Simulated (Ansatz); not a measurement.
Geometry optimisation, UKS r2SCAN-D4/def2-SVP (Ansatz).

The input (input.yaml):

```yaml
crystal:
  periodic: [false, false, false]
  atoms:
    - { symbol: "N", position_ang: [-0.54931, 0.65161, -1.14705] }
    - { symbol: As, position_ang: [0.61028, 0.73892, 0.26762] }
    - { symbol: "N", position_ang: [0.8634, -1.0717, 0.38679] }
    - { symbol: H, position_ang: [-1.43285, 0.19246, -0.96091] }
    - { symbol: H, position_ang: [-0.73506, 1.54575, -1.58149] }
    - { symbol: H, position_ang: [-0.43013, 0.89053, 1.39655] }
    - { symbol: H, position_ang: [0.04494, -1.60966, 0.64659] }
    - { symbol: H, position_ang: [2.08824, 1.03304, 0.46641] }
magnetization:
  spin_polarized: true
basis:
  gaussian: { orbitals: def2-SVP }
hamiltonian:
  xc: r2scan
  dispersion: d4
relax:
  f_tol: 0.02
  max_steps: 50
```

Run as:

```bash
$ ansatz run input.yaml --threads 2 --pin off --max-ram 3072MiB --backend cpu --events-out ev --progress --plain --runs-dir out
```

Question: Where does it end, and by what steps?

Answer: It converged. After 17 steps the energy has fallen by 2.384 eV; H4 moved furthest, 1.42 Å.

```csv
step,energy less start (eV),largest force component (eV/Å),accepted
0,0.0000,5.711,yes
1,-1.3669,3.748,yes
2,-1.8560,1.633,yes
3,-2.0744,1.017,yes
4,-2.1841,1.041,yes
5,-2.2514,0.407,yes
6,-2.2630,0.368,yes
7,-2.2715,0.828,yes
8,-2.3124,0.234,yes
9,-2.3193,0.454,yes
10,-2.3443,0.337,yes
11,-2.3669,0.162,yes
12,-2.3135,0.790,no
13,-2.3765,0.103,yes
14,-2.3801,0.169,yes
15,-2.3826,0.137,yes
16,-2.3831,0.109,yes
17,-2.3836,0.010,yes
```

```xyz
8
Properties=species:S:1:pos:R:3
N -0.523 1.084 -1.066
As 0.507 0.386 0.316
N 0.708 -1.277 0.631
H -0.412 0.501 -1.901
H -1.514 1.043 -0.814
H 0.006 1.379 1.371
H -0.168 -1.660 1.008
H 1.854 0.915 -0.070
```

Whether the end is a true minimum wasn't checked by a vibrational analysis.

The run took 3.4 min on 2 threads of AMD EPYC (Zen 3), on a shared host, peak memory 0.25 GiB.
